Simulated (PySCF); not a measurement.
Bonds (- single, = double, # triple, : aromatic): Si1-S2 2.145 Å, S2-C3 1.769 Å, C3:C4 1.431 Å, C4:C5 1.367 Å, C5:S6 1.715 Å, S6:C7 1.719 Å, C7:C3 1.375 Å. Si1 carries H8, H9, H10; C4 carries H11; C5 carries H12; C7 carries H13.

Geometry: PBE0-D3(BJ)/def2-SVP; GIAO absolute shieldings from PySCF 2.14, gas phase, non-relativistic, averaged over equivalent atoms.

At PBE0/pcSseg-1 (170 basis functions, 22 s wall time on 1 thread of an Arm Neoverse V1, shared host):
```json
{"atoms": "Si1", "σ (ppm)": "408.4"}
{"atoms": "S6", "σ (ppm)": "266.9"}
{"atoms": "S2", "σ (ppm)": "615.3"}
{"atoms": "C3", "σ (ppm)": "48.5"}
{"atoms": "C4", "σ (ppm)": "49.8"}
{"atoms": "C5", "σ (ppm)": "50.8"}
{"atoms": "C7", "σ (ppm)": "62.1"}
{"atoms": "H12", "σ (ppm)": "24.08"}
{"atoms": "H11", "σ (ppm)": "24.22"}
{"atoms": "H13", "σ (ppm)": "24.84"}
{"atoms": "H8/H9/H10", "σ (ppm)": "26.49"}
```

Q: What do these become at wB97X-D/pcSseg-2?

A: 
| atoms | σ at wB97X-D/pcSseg-2 | change |
| --- | --- | --- |
| Si1 | 399.9 | -8.5 |
| S6 | 246.6 | -20.3 |
| S2 | 603.4 | -11.9 |
| C3 | 40.8 | -7.7 |
| C4 | 44.0 | -5.8 |
| C5 | 43.6 | -7.2 |
| C7 | 54.7 | -7.4 |
| H12 | 23.88 | -0.20 |
| H11 | 24.17 | -0.05 |
| H13 | 24.46 | -0.38 |
| H8/H9/H10 | 26.62 | +0.13 |

The largest change is at S6 (aromatic ring sulfur). Cost: 357 basis functions, 110 s wall time on 1 thread of an Arm Neoverse V1, shared host. The order of the carbon signals changes between the two levels.
